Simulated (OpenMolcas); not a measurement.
**V3+ in a point-charge field**

V3+ among 3 point charges of -2.4 e arranged as a planar triangle (D3h), 1.87 Å from the ion.
```
   1.8700    0.0000    0.0000  -2.40
  -0.9350    1.6195    0.0000  -2.40
  -0.9350   -1.6195    0.0000  -2.40
```

```yaml
Program: OpenMolcas 26.06
Method: CASSCF
Basis: ANO-RCC-VDZP [5s4p2d1f]
Scalar_Hamiltonian: DKH2, point nucleus
Active_space: 2 electrons in 5 orbitals (3d)
State_averaging: 2S+1 = 3 even, 10 roots; 2S+1 = 1 even, 15 roots
Spin-orbit_coupling: state interaction with AMFI integrals over the reference wave functions
```

The lowest spin-free states (labels of D3, the rotations of D3h), above the lowest:

```tsv
State	Degeneracy	E (cm-1)	Free-ion L (%)
3E	2	0.0	F (80)
3A2	1	117.1	F (92)
3E	2	6766	F (100)
1A1	1	9612	G (61)
3A2	1	10675	F (100)
3A1	1	10679	F (100)
1E	2	12158	G (68)
1E	2	14070	D (77)
3E	2	20529	P (80)
1A1	1	22670	D (51)
1E	2	24187	G (77)
1E	2	25722	D (68)
1A1	1	31443	G (100)
1A2	1	31524	G (100)
3A2	1	37706	P (92)
1E	2	44748	G (100)
1A1	1	62947	S (86)
```

The lowest levels with spin-orbit coupling:

```csv
E (cm-1),Degeneracy,Label,2S+1,g
0.0,1,A1,3,
160.2,2,E,3,0.00 0.00 2.74
235.2,1,A2,3,
435.2,2,E,3,0.00 0.00 6.00
626.3,2,E,3,0.00 0.00 3.26
679.7,1,A1,3,
6888,2,E,3,0.00 0.00 0.03
7100,2,E,3,0.00 0.00 3.96
7314,2,,3,0.00 0.00 7.97
9961,1,A1,1,
10688,2,E,3,0.00 0.00 1.98
11023,1,A1,3,
11027,1,A2,3,
11337,2,E,3,0.00 0.00 9.97
12506,2,E,1,0.00 0.00 2.00
14428,2,E,1,0.00 0.00 3.99
20739,1,A1,3,
20757,1,A2,3,
20856,2,E,3,0.00 0.00 1.97
20978,2,E,3,0.00 0.00 5.97
```

Powder χT (cm3 K/mol): 0.00128 at 2 K, 0.00642 at 10 K, 0.0445 at 50 K, 0.201 at 100 K, 0.554 at 200 K, 0.835 at 300 K. The effective moment at 300 K is 2.828 √(χT) = 2.58 μB.

The lowest level has 2S+1 = 3, for which the spin-only value is χT = S(S+1) / 2 = 1.000 cm3 K/mol (g = 2). The computed 0.835 at 300 K differs by -0.165, through orbital momentum, spin-orbit coupling and any other state in reach.

Spin-orbit coupling mixes the spin-free states strongly: the lowest level takes only 67 % from its leading state, 3E. An orbital doublet at a regular site is open to a Jahn-Teller distortion, which this geometry leaves out. Without dynamic correlation the repulsion within the d shell is too large (B by tens of per cent), so at a given field states of lower spin stand too high. Point charges carry no covalency, so the field is a model and not that of real ligands. No measured value stands beside these numbers.

With an even number of electrons the g values are those of a degenerate or nearly degenerate non-Kramers pair.
